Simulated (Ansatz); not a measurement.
Ansatz (a program for electronic structure) input for C2H2BF2N, SMILES B1(F)[C@H](F)N=C1, PBE/def2-SVPD. Coordinates come from a PBE0-D3(BJ)/def2-SVP optimisation. The structure was generated by enumeration; whether it is a known compound was not checked.

Ansatz 0.2 input:
```yaml
crystal:
  periodic: [false, false, false]
  atoms:
    - {symbol: F, position_ang: [1.96264474, -0.07750669, 0.04419417]}
    - {symbol: B, position_ang: [0.73126297, 0.27313970, 0.32944908]}
    - {symbol: C, position_ang: [-0.12539653, 1.53245782, 0.07768280]}
    - {symbol: N, position_ang: [-1.12468724, 0.77225243, -0.25327781]}
    - {symbol: C, position_ang: [-0.65537189, -0.50287497, 0.35301858]}
    - {symbol: F, position_ang: [-0.82719308, -1.57756296, -0.45306162]}
    - {symbol: H, position_ang: [-0.12457470, 2.61691373, -0.07758761]}
    - {symbol: H, position_ang: [-1.19338384, -0.67024929, 1.29888579]}
basis:
  gaussian:
    orbitals: def2-SVPD
hamiltonian:
  xc: {name: PBE}
```

Log of the run:

```
WARN ansatz: RAYON_NUM_THREADS=1 ignored (pool sized by the plan → 1); use --threads N
Functional definition: PBE
integrals: 0.06 GiB planned
1170 factors; their error is unknown
mean field: 0.49 GiB planned
mean field evaluation 1: about -9683.8300 eV, gradient 4.8e1 eV
mean field evaluation 2: about -9674.5953 eV, gradient 7.9e1 eV
mean field evaluation 4: about -9688.9809 eV, gradient 6.2e0 eV
mean field evaluation 8: about -9689.0637 eV, gradient 2.2e-1 eV
mean field evaluation 16: about -9688.9927 eV, gradient 2.3e-4 eV
mean field -9688.99271451 eV, -356.0639148230 hartree, gradient 6.0e-5 eV, S^2 0.000000; 0 other end points of the search recorded, 0 dependent functions left out
reference -9688.99276058 eV, -356.0639165161 hartree; 22, 22 occupied and 120, 120 virtual orbitals, 1170 factors
Total energy: -9688.99276058 eV, -356.0639165161 hartree
```

The calculation finished and met its thresholds.

Cost: around 2.5 core-seconds (rough).
